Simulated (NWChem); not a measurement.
C$_{3}$H$_{5}$FSi; SMILES C#C[Si@H](C)F

Computed with NWChem. The geometry was optimised at PBE0/def2-SVP.

Task: What does the run give for Hartree-Fock/3-21G? Quantities: highest occupied level (eV); orbital gap (eV); dipole (D).

Result: 
```yaml
highest occupied level (eV): -11.06
orbital gap (eV): 14.85
dipole (D): 2.45
```
